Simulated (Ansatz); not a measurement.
Ideal-gas functions of BrClH2Sn (`[Cl][SnH2][Br]`) at 800 K and 1 bar, from an Ansatz frequency run at PBE0-D4/def2-TZVP.

Molar mass 236.08 g/mol, point group Cs (symmetry number 1), electronic degeneracy 1, moments of inertia 110.62, 425.094, 527.199 u Å². Harmonic wavenumbers (cm⁻¹, unscaled): 96, 265, 378, 411, 508, 633, 674, 1980, 1994.

Use S(trans) = R[1.5 ln M + 2.5 ln T − 1.1517]; rotational temperatures θ = 24.2544 K / I; S(rot) = R[ln(√π/σ · √(T³/θAθBθC)) + 1.5]; for each mode x = 1.438777 ν̃/T, S = R[x/(eˣ − 1) − ln(1 − e⁻ˣ)] and H = RT x/(eˣ − 1); 1 cm⁻¹ = 0.0119627 kJ/mol; R = 8.31446 J/(mol·K).

Task: By hand: the entropy, in J/(mol·K).

Result: Translation 197.5. Rotation: θ = 0.2193, 0.0571, 0.046 K, giving 131.6. Vibration, mode by mode: 22.93, 14.55, 11.68, 11.01, 9.35, 7.67, 7.21, 1.11, 1.08, in all 86.6. Electronic 0.0. Sum 415.7 J/(mol·K).

Task: By hand: H − E and G − E in kJ/mol, counted from the electronic energy.

Result: Zero-point energy ½ × 6939 × 0.0119627 = 41.5; thermal vibration 32.8; translation, rotation and pV give 4 RT = 26.6. H − E = 100.9 kJ/mol, and G − E = 100.9 − 800 × 415.7/1000 = -231.7 kJ/mol.

Vibration gives 21 % of the entropy, 22.9 J/(mol·K) of it from the mode under 150 cm⁻¹: soft modes count most, and the harmonic formula is weakest for them.
